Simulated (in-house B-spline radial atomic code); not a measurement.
**Functionals against ionisation energies along an isoelectronic series: K to Mn⁶⁺**

Ionisation energies as differences of self-consistent total energies from an all-electron radial atomic-structure program (B-spline basis): all electrons, radial basis limit, scalar-relativistic (one-electron X2C), spin-polarised at highest spin, spherical densities; exact exchange is averaged over the determinants of each configuration. No spin-orbit coupling, Breit or QED terms. NIST's values run from ground level to ground level, so in open shells the differences also hold multiplet and fine-structure energies that spherical high-spin averages miss. Columns give computed minus NIST, in eV; a star marks a semi-empirical value. Species are left out where the tabulated value is theory, is uncertain by more than 0.12 eV, or (13 ions, such as In⁴⁺, Te⁴⁺ and Bi⁴⁺) lies off its series for all methods alike, which flatters the means a little.

```
species  shell      NIST (eV)  LDA exchange-only  r2SCAN  B3LYP  HSE06  LC-wPBE
      K     4s           4.34              -0.28   -0.07  +0.18  +0.06    -0.10
    Ca⁺     4s          11.87              -0.35   -0.15  +0.28  +0.07    -0.15
   Sc²⁺     3d          24.76              -0.91   -0.26  +0.41  +0.24    +0.38
   Ti³⁺     3d          43.27                  ?       ?      ?      ?        ?
    V⁴⁺     3d          65.28              -1.24   -0.37  +0.38  +0.21    +0.36
   Cr⁵⁺     3d          90.63              -1.34   -0.42  +0.38  +0.19    +0.33
   Mn⁶⁺     3d  119.20 ± 0.01              -1.40   -0.45  +0.41  +0.20    +0.33
```

Problem. What are the differences for Ti³⁺ ([Ar] 3d1)?

Solution. LDA exchange-only -1.10; r2SCAN -0.32; B3LYP +0.39; HSE06 +0.22; LC-wPBE +0.38 eV.

Problem. How do the methods rank, and which species is hardest?

Solution. Mean absolute (signed) differences: HSE06 0.17 (+0.17) eV; LC-wPBE 0.29 (+0.22) eV; r2SCAN 0.29 (-0.29) eV; B3LYP 0.35 (+0.35) eV; LDA exchange-only 0.95 (-0.95) eV. For Sc²⁺, which loses a 3d electron, the nearest method is off by +0.24 eV, the largest such miss.
